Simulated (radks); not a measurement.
Results of a calculation; reference values are marked as such.
The table gives one normalised radial function P(r) = r R(r) of He+ in 1s1 (r in bohr). Level of theory: non-relativistic Kohn-Sham, PBE, spin-polarised, spherical densities, point nucleus; open shells are filled with parallel spins first (a radial shooting solver on a logarithmic mesh with Libxc functionals).

r,P
0.03133,0.1678
0.03951,0.2081
0.04943,0.2552
0.06234,0.3135
0.07799,0.3799
0.09836,0.4596
0.1231,0.5468
0.1552,0.6458
0.1942,0.7463
0.2448,0.8488
0.3063,0.9371
0.3863,1.0048
0.4833,1.0331
0.6095,1.0106
0.7625,0.9308
0.9616,0.7905
1.203,0.6154
1.517,0.4223
1.898,0.2551
2.394,0.1258
2.995,0.0507

Which n and l does it have? It may be an empty orbital.

Answer. n = 1, l = 0: the number of nodes gives n - l - 1 = 0, the rise at small r (about r^(l+1)) gives l, and the extent must fit the shell. The curve is that of 1s up; the table hardly tells the two spins apart. 1s up: eigenvalue -42.039 eV, 0 radial nodes, <r> = 0.761 bohr, 90 % of the charge inside 1.36 bohr.
